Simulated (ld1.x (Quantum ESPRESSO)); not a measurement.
## Configuration tests for Fe (Z = 26) (TM)

Fe, norm-conserving Troullier–Martins (Kleinman–Bylander form), made with ld1.x (Quantum ESPRESSO) 7.5 (PBE, scalar-relativistic). Core [Ne] 3s2, reference 3p6 3d6 4s1 4p0 (charge +1). Waves: 3p (bound): rc 0.75 bohr; 3d (bound): rc 1.25 bohr; 4s (bound): rc 2.50 bohr. Local part: the s channel. Core correction: Bessel-smoothed model core inside 0.45 bohr.

Energies are relative to the spin-unpolarised reference configuration 3p6 3d6 4s1 4p0; without spin polarisation the order of configurations can differ from experiment. Not all tests gave a result: 3 of 7 tests not solved or not reliable.

```
valence configuration  charge  ΔE all-electron (eV)  error AE − PS (meV)
      3p6 3d6 4s0 4p0      +2                16.203                  -17
      3p6 3d6 4s0 4p1      +1                 5.054                -1115
      3p5 3d6 4s2 4p0      +1                58.950                 -565
```

(1) What are ΔE and the potential's error for 3p6 3d6 4s2 4p0?

Results:

(1) ΔE = -8.729 eV all-electron; the error (AE − PS) is -3.5 meV.
